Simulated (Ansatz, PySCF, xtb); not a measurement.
Breaking the Si2–H6 bond in H6SiSn (SMILES [SiH3][SnH3]) (multiplicity 1 held, fragments rigid). Energies count from the point at 1.482 Å.
Geometry at that point (charge 0, multiplicity 1):
```tsv
atom	x (Å)	y (Å)	z (Å)
Sn	-0.6178	0.0613	-0.0110
Si	1.9443	-0.1929	0.0348
H	-1.3153	-0.9768	-1.1819
H	-1.0669	1.6691	-0.3960
H	-1.2990	-0.3272	1.5121
H	2.3113	-1.5893	0.3693
H	2.5274	0.7126	1.0530
H	2.5132	0.1474	-1.2908
```

R- and RO- levels are restricted; in cc, def2 and unpolarised 6-31G sets they are followed outwards from rest. Unrestricted levels (U-) break spin symmetry where that is lower. Active spaces are followed from a long bond inwards. Curves can end on different states.

Correlated levels freeze the cores. Filled d and f shells under p-block atoms count as core. Rows in LANL2DZ carry no dispersion term and start afresh at each structure. LANL2DZ brings its own core potentials from Na on.

Run with Ansatz (a program for electronic structure) with Gaussian orbitals; PySCF for LANL2DZ rows; xtb for the GFN methods.  In def2 rows elements past Kr take small-core potentials, without spin–orbit coupling. The GFN methods have no spin term and hold the electronic entropy of 300 K.

```tsv
level	energy at R = 4.743 Å (kcal/mol)
GFN2-xTB	98.27
R-PBE/def2-TZVPP	115.56
R-B3LYP/LANL2DZ	130.31
U-B3LYP/LANL2DZ	89.95
R-B3LYP/def2-TZVPP	126.40
U-B3LYP/def2-TZVPP	91.72
R-wB97X-V/def2-TZVPP	[?]
R-MP2/def2-TZVPP	125.56
FIC-MRCISD+Q on CASSCF(2,2)/def2-TZVPP	91.95
```

Question: What belongs in the gaps?

Answer: 
- R-wB97X-V/def2-TZVPP, energy at R = 4.743 Å (kcal/mol): 155.13

Doubts at one or more of the structures used: a restricted determinant that unrestricted orbitals would lower (R-PBE/def2-TZVPP, R-B3LYP/def2-TZVPP, R-wB97X-V/def2-TZVPP, R-MP2/def2-TZVPP); a spin-contaminated determinant (U-B3LYP/LANL2DZ, U-B3LYP/def2-TZVPP).
